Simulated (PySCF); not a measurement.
## Trend along the fifth-period p block: MH anions

CCSD(T) with triple-zeta basis sets in PySCF, for the lowest determinant that a PBE0 search found; no spin–orbit coupling. De refers to high-spin ground-configuration atoms (the charge goes to the atom of lower measured ionisation energy or higher electron affinity, which is not always the lowest computed limit).

| M | basis | reference, frozen orbitals | charged atom | state (unpaired electrons) | Re (Å) | ωe (cm⁻¹) | De (eV) |
| --- | --- | --- | --- | --- | --- | --- | --- |
| In | def2-TZVPPD | UHF, 4 | H− | doublet (π ↑) | 1.881 | 1287 | n/a |
| Sn | def2-TZVPPD | UHF, 4 | Sn− | triplet (π ↑↑) | 1.801 | 1549 | 2.55 |
| Sb | def2-TZVPPD | UHF, 4 | Sb− | doublet (π ↑) | 1.725 | 1826 | n/a |

The shortest bond is that of SbH⁻ (1.725 Å), the longest that of InH⁻ (1.881 Å).

The state changes along the series, so neighbouring rows are not always alike in their bonding.

Correlated steps freeze 4 core orbitals. These are scalar-relativistic numbers at best; spin–orbit coupling would shift them, the dissociation energy most. For an ion De counts to the pair picked by the measured ionisation energies or electron affinities, which need not be the lowest pair at this level. States were picked by a PBE0 search and need not be the measured ground states.
